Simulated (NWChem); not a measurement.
System: C$_{2}$H$_{4}$ClFSi; SMILES F/C(=C\Cl)[SiH3]

NWChem input:

```
start job
memory heap 200 mb stack 900 mb global 1100 mb
geometry units angstroms noautoz
  F     -1.511396    -0.178962     0.000000
  C     -0.172566    -0.391672     0.000000
  Si     0.334799    -2.205904     0.000000
  C      0.667056     0.647978     0.000000
  Cl     0.141429     2.304021     0.000000
  H     -0.208672    -2.874158     1.209096
  H     -0.208672    -2.874158    -1.209096
  H      1.818241    -2.263910     0.000000
  H      1.741353     0.515088     0.000000
end
basis spherical
  * library def2-tzvp
end
dft
  xc xpbe96 cpbe96
  iterations 150
  semidirect filesize 400000000
  mulliken
end
task dft energy
```

NWChem printed, in part:

```
             Northwest Computational Chemistry Package (NWChem) 7.3.0
             --------------------------------------------------------

 CS  symmetry detected

                             Geometry "geometry" -> ""
                             -------------------------

 Output coordinates in angstroms (scale by  1.889725989 to convert to a.u.)

  No.       Tag          Charge          X              Y              Z
 ---- ---------------- ---------- -------------- -------------- --------------
    1 F                    9.0000    -1.50397913    -0.19361789     0.00000000
    2 C                    6.0000    -0.16488504    -0.40465893     0.00000000
    3 Si                  14.0000     0.34474094    -2.21825711     0.00000000
    4 C                    6.0000     0.67344042     0.63603682     0.00000000
    5 Cl                  17.0000     0.14574963     2.29142336     0.00000000
    6 H                    1.0000    -0.19789668    -2.88718800     1.20909600
    7 H                    1.0000    -0.19789668    -2.88718800    -1.20909600
    8 H                    1.0000     1.82825409    -2.27441400     0.00000000
    9 H                    1.0000     1.74790223     0.50448600     0.00000000

 Effective nuclear repulsion energy (a.u.)     260.6108350712

      Symmetry information
      --------------------

 Group name             Cs
 Group number              2
 Group order               2
 No. of unique centers     8

  pbe96 is a nonlocal functional; adding pw91lda local functional.

                                 NWChem DFT Module
                                 -----------------

 Summary of "ao basis" -> "ao basis" (spherical)
 ------------------------------------------------------------------------------
       Tag                 Description            Shells   Functions and Types
 ---------------- ------------------------------  ------  ---------------------
 F                         def2-tzvp                11       31   5s3p2d1f
 C                         def2-tzvp                11       31   5s3p2d1f
 Si                        def2-tzvp                13       37   5s5p2d1f
 Cl                        def2-tzvp                13       37   5s5p2d1f
 H                         def2-tzvp                 4        6   3s1p

      Symmetry analysis of basis
      --------------------------

        a'        129
        a"         62

            General Information
            -------------------
          SCF calculation type: DFT
          Wavefunction type:  closed shell.
          No. of atoms     :     9
          No. of electrons :    56
           Alpha electrons :    28
            Beta electrons :    28
          Charge           :     0
          Spin multiplicity:     1
          Use of symmetry is: on ; symmetry adaption is: on
          Maximum number of iterations: 150
          AO basis - number of functions:   191
                     number of shells:    75
          Convergence on energy requested:  1.00D-06
          Convergence on density requested:  1.00D-05
          Convergence on gradient requested:  5.00D-04

              XC Information
              --------------
          PerdewBurkeErnzerhof Exchange Functional  1.000
            Perdew 1991 LDA Correlation Functional  1.000 local
           PerdewBurkeErnz. Correlation Functional  1.000 non-local

             Grid Information
             ----------------
          Grid used for XC integration:  medium
          Radial quadrature: Mura-Knowles
          Angular quadrature: Lebedev.
          Tag              B.-S. Rad. Rad. Pts. Rad. Cut. Ang. Pts.
          ---              ---------- --------- --------- ---------
          F                   0.50       49          11.0       434
          C                   0.70       49          11.0       434
          Si                  1.10       88          11.0       590
          Cl                  1.00       88          13.0       590
          H                   0.35       45          13.0       434
          Grid pruning is: on
          Number of quadrature shells:   458
          Spatial weights used:  Erf1

      Superposition of Atomic Density Guess
      -------------------------------------

 Sum of atomic energies:        -925.07307068

      Non-variational initial energy
      ------------------------------

 Total energy =    -926.901273
 1-e energy   =   -1796.615226
 2-e energy   =     609.103118
 HOMO         =      -0.268491
 LUMO         =       0.024810

      Symmetry analysis of molecular orbitals - initial
      -------------------------------------------------

  Numbering of irreducible representations:

     1 a'          2 a"

  Orbital symmetries:

     1 a'          2 a'          3 a'          4 a'          5 a'
     6 a'          7 a'          8 a'          9 a"         10 a'
    11 a'         12 a"         13 a'         14 a'         15 a'
    16 a'         17 a'         18 a'         19 a'         20 a"
    21 a'         22 a'         23 a"         24 a"         25 a'
    26 a'         27 a'         28 a"         29 a"         30 a'
    31 a'         32 a'         33 a'         34 a"         35 a'
    36 a'         37 a'         38 a"

------------------------------------------------------------
EAF file 0: "./job.aoints.0" size=326107136 bytes
------------------------------------------------------------
               write      read    awrite     aread      wait
               -----      ----    ------     -----      ----
     calls:      622         0         0         0         0
   data(b): 3.26e+08  0.00e+00  0.00e+00  0.00e+00
   time(s): 0.00e+00  0.00e+00  0.00e+00  0.00e+00  0.00e+00
rate(mb/s): 0.00e+00  0.00e+00
------------------------------------------------------------

     ---------------------------------------------
      Total Density - Mulliken Population Analysis
     ---------------------------------------------

    Atom       Charge   Shell Charges
 -----------   ------   -------------------------------------------------------
    1 F    9     9.35   0.77  1.20  0.61  1.00  0.31  2.31  2.30  0.83  0.00  0.01  0.00
    2 C    6     5.78   0.86  1.12  0.55  0.64  0.10  1.02  1.14  0.20  0.03  0.10  0.01
    3 Si  14    13.70   2.00  0.59  1.39  0.88  0.47  4.11  1.73  0.52  1.33  0.49  0.08  0.09  0.02
    4 C    6     6.05   0.86  1.12  0.55  0.62  0.09  1.09  1.24  0.36  0.02  0.08  0.01
    5 Cl  17    17.19   2.01  0.45  1.52  1.10  0.82  4.19  1.69  1.09  2.84  1.43  0.01  0.03  0.00
    6 H    1     1.04   0.23  0.54  0.26  0.01
    7 H    1     1.04   0.23  0.54  0.26  0.01
    8 H    1     1.03   0.23  0.54  0.26  0.01
    9 H    1     0.82   0.24  0.44  0.12  0.02

   convergence    iter        energy       DeltaE   RMS-Dens  Diis-err
 ---------------- ----- ----------------- --------- --------- ---------
 d= 0,ls=0.0,diis     1   -927.5791425617 -1.19D+03  7.56D-03  1.79D+00
 d= 0,ls=0.0,diis     2   -927.4142090874  1.65D-01  6.48D-03  2.67D+00
 d= 0,ls=0.0,diis     3   -927.6122894147 -1.98D-01  2.24D-03  7.17D-01
 d= 0,ls=0.0,diis     4   -927.6698445188 -5.76D-02  1.12D-03  5.29D-02
 d= 0,ls=0.0,diis     5   -927.6730705928 -3.23D-03  4.96D-04  2.61D-02
  Resetting Diis
 d= 0,ls=0.0,diis     6   -927.6767034196 -3.63D-03  1.08D-04  6.72D-04
 d= 0,ls=0.0,diis     7   -927.6767729625 -6.95D-05  1.09D-04  1.23D-04
 d= 0,ls=0.0,diis     8   -927.6767363385  3.66D-05  7.08D-05  4.92D-04
 d= 0,ls=0.0,diis     9   -927.6767861900 -4.99D-05  7.32D-06  2.92D-06
 d= 0,ls=0.0,diis    10   -927.6767863586 -1.69D-07  3.19D-06  1.36D-06

         Total DFT energy =     -927.676786358605
      One electron energy =    -1799.552373408537
           Coulomb energy =      682.653328804310
    Exchange-Corr. energy =      -71.388576825552
 Nuclear repulsion energy =      260.610835071175

 Numeric. integr. density =       56.000010761274

                  Occupations of the irreducible representations
                  ----------------------------------------------

                     irrep           alpha         beta
                     --------     --------     --------
                     a'               22.0         22.0
                     a"                6.0          6.0

                       DFT Final Molecular Orbital Analysis
                       ------------------------------------

 Vector   26  Occ=2.000000D+00  E=-3.055448D-01  Symmetry=a'
              MO Center= -3.5D-01, -5.6D-01,  7.5D-15, r^2= 3.4D+00
   Bfn.  Coefficient  Atom+Function         Bfn.  Coefficient  Atom+Function
  ----- ------------  ---------------      ----- ------------  ---------------
     7      0.330609  1 F  py                10      0.262369  1 F  py
    38     -0.221077  2 C  py                36      0.212220  2 C  s
    78      0.211094  3 Si py               104     -0.205016  4 C  s
    13      0.188172  1 F  py                41     -0.179001  2 C  py
   145      0.157687  5 Cl px                35      0.104951  2 C  s

 Vector   27  Occ=2.000000D+00  E=-2.811328D-01  Symmetry=a'
              MO Center=  2.0D-01,  2.0D+00, -5.3D-16, r^2= 2.1D+00
   Bfn.  Coefficient  Atom+Function         Bfn.  Coefficient  Atom+Function
  ----- ------------  ---------------      ----- ------------  ---------------
   145      0.492304  5 Cl px               148      0.326236  5 Cl px
   142      0.236813  5 Cl px               136     -0.192371  5 Cl px
   146      0.161573  5 Cl py                38      0.109073  2 C  py
   149      0.109380  5 Cl py               187     -0.100991  9 H  s
   105     -0.097109  4 C  px               139     -0.087460  5 Cl px

[...]
```

Level: PBE/def2-TZVP. All runs use the structure optimised with B3LYP/6-31G* (spherical d).
